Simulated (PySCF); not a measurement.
Vertical excitations of a molecule C4H4Cl2 from PySCF with TDA-CAM-B3LYP/def2-SVPD, as energy in eV (oscillator strength): 4.72 (0.000), 6.00 (0.000), 6.06 (0.000), 6.60 (0.013), 7.01 (0.261), 7.10 (0.001), 7.23 (0.277), 7.50 (1.105), 7.64 (0.001), 7.66 (0.001). Lowest triplet (TDA): 4.08 eV. Geometry: B3LYP-D3(BJ)/def2-SVP. The values are those of a single conformer.

### Question
Pick the molecule that these values belong to.
A) C=C=C(Cl)CCl
B) C=C(Cl)/C=C\Cl
C) CC=C=C(Cl)Cl
D) C=C=CC(Cl)Cl

### Answer
C, CC=C=C(Cl)Cl
